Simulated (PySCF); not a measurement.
**Telling isomers of C6H9N apart by NMR**

PySCF calculation with spin–spin couplings from B3LYP/pcJ-1 (spin–dipole term left out of most H,H and C,H couplings), geometry: GFN2-xTB and NMR shieldings at PBE0/pcSseg-1/GIAO; equivalent nuclei averaged, single conformer, no solvent, non-relativistic Hamiltonian.

Scale: TMS for 1H and 13C (reference shieldings calculated alike). Multiplet labels drop J under 1 Hz and among equivalent protons, and merge close values. Unscaled 3J(H,H) run several per cent high. Where no couplings were computed, multiplicities follow the n + 1 count of equivalent neighbours, and m marks all less simple cases (inequivalent or close neighbours, rings, F or P nearby). Shifts are as computed. Against solution values, carbons near 30 ppm lie about +3 ppm off and those near 130 ppm about +5 ppm. Of 1211 compounds with measured shifts, 218 miss one by over three times the rms of a fit or turn the order of signals round; such compounds aren't used in these exercises.

(1) Tabulate the signals of `CCn1cccc1`, `C=CN1CC=CC1` and their relative energies.

(2) What is the quickest way to tell CCn1cccc1 from C=CN1CC=CC1?

## Answers

(1) 
```json
{"SMILES": "CCn1cccc1", "carbon types": "4×CH 1×CH2 1×CH3", "δC": "122.2, 114.6, 47.6, 22.2", "δH": "6.57 (m, 2H), 6.38 (m, 2H), 3.92 (q, 2H), 1.35 (t, 3H)", "E rel. (kcal/mol)": "0.0"}
{"SMILES": "C=CN1CC=CC1", "carbon types": "3×CH 3×CH2", "δC": "142.7, 134.7, 81.3, 59.5", "δH": "6.47 (m, 1H), 6.01 (m, 2H), 4.18 (m, 4H), 3.80 (m, 1H), 3.48 (m, 1H)", "E rel. (kcal/mol)": "27.6"}
```

Energies are electronic energies at PBE0/pcSseg-1 on these geometries, without zero-point or thermal terms, each for the one conformer computed, which needn't be the lowest.

(2) Both give the same number of carbon signals, but DEPT or the intensities differ. The first has a methyl carbon (CH3) at 22.2 ppm, the second a β carbon of an enol-ether or enamine type C=C (CH2) at 81.3 ppm. Their most deshielded carbons lie at 122.2 and 142.7 ppm.
